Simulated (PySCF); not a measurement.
**Computed vibrations of [Tl(NH2)2]+**

[Tl(NH2)2]+ (singlet). PySCF 2.14.0, RKS PBE0, Tl def2-SVP with ECP60, N def2-SVP, H def2-SVP; non-relativistic Hamiltonian with scalar-relativistic core potentials where named; density fitting; no spin-orbit coupling. Central differences of gradients.

```xyz
7

Tl    0.0000    0.0000   -0.0290
N     2.0157    0.0000    0.2408
H     2.4318   -0.8267   -0.2000
H     2.4318    0.8267   -0.2000
N    -2.0157    0.0000    0.2408
H    -2.4318    0.8267   -0.2000
H    -2.4318   -0.8267   -0.2000
```

Run from Python with OMP_NUM_THREADS=2. Where DIIS fails, smearing, a level shift and second-order steps follow.
It took 32 s on 2 threads of Arm Neoverse V1 (shared host).

(1) What are the harmonic wavenumbers and infrared intensities?

(2) Is this a minimum?

Answers

(1) Modes are labelled in C2v; negative numbers are unstable modes, those under 60 cm⁻¹ near the noise; a finer grid moves soft modes by up to 10 cm⁻¹.
```
cm⁻¹  km/mol  symmetry
-174       –        a2
 152     1.4        a1
 165    23.1        b2
 502    19.4        a1
 593    41.2        b1
 732    13.8        b1
 780   162.8        a1
 896     0.0        a2
 980     7.7        b2
1517    13.1        b1
1533    27.9        a1
3486   262.1        b1
3491    12.2        a1
3595     0.0        a2
3597   156.0        b2
```

(2) No: 1 unstable; the lowest moves the atoms so:
```
Tl   0.00  0.00  0.00
N    0.00 -0.04  0.00
H    0.04  0.22 -0.45
H   -0.04  0.22  0.45
N    0.00  0.04  0.00
H   -0.04 -0.22 -0.45
H    0.04 -0.22  0.45
```
